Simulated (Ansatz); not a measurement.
Consider the substitution at a C–C bond: `CCC(C)(C)C(C)C` + `[OH][Al]([F])[Br]` → `C[O][Al]([F])[Br]` + `CCC(C)(C)CC`.

Isolated molecules relaxed with PBE0-D4/def2-TZVP in Ansatz; ΔE leaves out vibrations. CCSD(T)/CBS adds triple-zeta CCSD(T) − MP2 to the extrapolated MP2 energy (def2 sets, frozen cores). DFT in def2-TZVPP. For Br outer-core shells are correlated without core-valence functions, which leaves a few kJ/mol of doubt a bond. Scalar relativity is left out up to krypton. Each species was taken in one conformer, which may not be the lowest.

```csv
species,CAM-B3LYP-D4 energy (Eh)
`CCC(C)(C)C(C)C`,-315.64402
`[OH][Al]([F])[Br]`,-2992.64520
`C[O][Al]([F])[Br]`,-3031.93180
`CCC(C)(C)CC`,-276.34005
```

Task: Work out ΔE.

Result: ΔE = (-3031.93180) + (-276.34005) − (-315.64402) − (-2992.64520) = 0.01737 Eh = +45.6 kJ/mol. CCSD(T)/CBS gives +58.2 kJ/mol.

Largest T1 diagnostic among the species: 0.010.

From BLYP to BHLYP (50 % exact exchange), in def2-TZVPP and without D4, ΔE moves by +5.8 kJ/mol. The D4 term adds +8.7 kJ/mol with B3LYP and +5.0 kJ/mol with PBE0; it sums over pairs of atoms, weighted by their polarisabilities, and B3LYP, whose exchange is more repulsive, gets the larger term. Leaving LDA and LC-ωPBE aside and taking each functional with its dispersion term where it has one, the values, not all of them listed here, spread over 11.0 kJ/mol, from BHLYP-D4 to PBE-QIDH. LDA lies +13.9 kJ/mol from PBE without D4.

B3LYP here is the variant with VWN-RPA as its local correlation; programs differ in this.
